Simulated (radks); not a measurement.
The mean radii <r> (bohr) of the occupied orbitals of an atom or ion are listed with their occupations. Calculated with a radial shooting solver on a logarithmic mesh with Libxc functionals: non-relativistic Kohn-Sham, TPSS, spin-polarised, spherical densities, point nucleus; meta-GGA in the generalised Kohn-Sham scheme.

orbital  occ.      <r>
1s up       1  0.05686
1s down     1  0.05686
2s up       1   0.2557
2s down     1   0.2555
2p up       3   0.2233
2p down     3   0.2232
3s up       1   0.6621
3s down     1   0.6637
3p up       1   0.6532

Name the element and its charge. Open shells, if any, are filled with parallel spins first.

Answer. Z = 27, cobalt, charge +14: Co14+ in [Ne] 3s2 3p1. The 1s radius gives Z: for a bare nucleus <r> = 1.5/Z, 0.05556 bohr for Z = 27, and screening makes it slightly larger (0.05686 here). The occupations add up to 13, and the charge is Z minus that.
